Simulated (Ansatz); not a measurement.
```yaml
crystal:
  periodic: [true, true, true]
  atoms:
    - {symbol: C, position_ang: [-1.486025, 0.619028, 0.684000]}
    - {symbol: C, position_ang: [-0.518537, -0.416842, 0.127761]}
    - {symbol: In, position_ang: [1.409491, 0.336927, -0.483754]}
    - {symbol: O, position_ang: [2.657187, -1.045544, -1.215994]}
    - {symbol: H, position_ang: [-1.086524, 1.116151, 1.571565]}
    - {symbol: H, position_ang: [-1.711059, 1.401176, -0.045440]}
    - {symbol: H, position_ang: [-2.439389, 0.163662, 0.971928]}
    - {symbol: H, position_ang: [-0.942212, -0.920612, -0.746418]}
    - {symbol: H, position_ang: [-0.321317, -1.204150, 0.861721]}
    - {symbol: H, position_ang: [2.153919, 1.879674, -0.494442]}
    - {symbol: H, position_ang: [2.284465, -1.929441, -1.230918]}
basis:
  gaussian: {orbitals: def2-SVP, fitting: {mean_field: cc-pVTZ-jkfit}}
hamiltonian: {xc: {name: HF}}
correlation: {method: ccsd_t}
```

```sh
$ ansatz run in.yaml --threads 4 --pin off --events-out ev --progress --plain --max-ram 10444MiB
```

Shortened log:

```
Error: YAML parse error: error: line 2 column 3: crystal: missing field `lattice` (a structure is typed as `lattice` and `atoms`, a molecule's as `atoms` in Å alone, or read from a run's directory, `checkpoint`)
 --> <input>:2:3
1 | crystal:
2 |   periodic: [true, true, true]
3 |   atoms:
4 |     - {symbol: C, position_ang: [-1.486025, 0.619028, 0.684000]}
```

(1) What is wrong with this run?

## Answers

(1) The molecule is marked periodic without a cell. The program refused the input.
